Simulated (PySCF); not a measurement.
Vibration and rotation of VO

LC-ωPBE constants of VO, ⁴Σ⁻ (quartet), unpaired electrons σ ↑, δ ↑↑ (basis V def2-TZVPP, O def2-TZVPP; no relativity; PySCF 2.14; masses 50.9440 and 15.9949 u):

* ωe: 1101.3 cm⁻¹
* ωexe: 5.36 cm⁻¹
* Be: 0.57141 cm⁻¹
* αe: 0.00328 cm⁻¹

Question: What force constant and bond length do these constants imply?

Answer: Reduced mass μred = 12.173 u; k = 5.8918×10⁻⁷·μred·ωe² (u, cm⁻¹, mdyn/Å) = 8.70 mdyn/Å; Re = √(16.8576/(μred·Be)) (u, cm⁻¹, Å) = 1.557 Å.

Question: Estimate the centrifugal constant D from the Kratzer relation and find the Dunham coefficient a1.

Answer: D = 4Be³/ωe² = 6.15e-07 cm⁻¹; a1 = −1 − αeωe/(6Be²) = -2.84.

De is left out where the level can put another filling of the metal’s s and d shells below the measured ground configuration, by anything from nothing to about 1 eV. The state is the lowest single determinant that the PBE0 search found; with open d or f shells the true ground state can be another one.
